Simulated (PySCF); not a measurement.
## Radial density of Ar²⁺ (argon, charge +2)

UHF, [Ne] 3s1 3p5, 3s spin antiparallel (an excited configuration). Calculation: PySCF 2.14, in aug-cc-pwCVTZ (8s7p5d3f, 75 functions); no relativity, point nucleus.

```tsv
r (bohr)	4πr²ρ (e/bohr)	4πr²(ρα − ρβ)
0.00174	0.1361	-0.0006
0.00292	0.3692	-0.0017
0.00491	0.9720	-0.0045
0.00826	2.439	-0.0113
0.0139	5.636	-0.0257
0.0234	11.36	-0.0496
0.0393	18.29	-0.0683
0.0661	20.64	-0.0327
0.111	15.77	0.0718
0.187	16.42	0.0436
0.315	20.84	-0.1131
0.529	9.699	0.0082
0.890	4.215	-0.2351
1.50	4.137	-0.0212
2.52	0.7163	0.0980
4.24	0.01286	0.0043
7.13	3.025e-05	0.0000
```

With the s spin flipped the determinant is a mixture of two multiplicities, not a spectroscopic state.
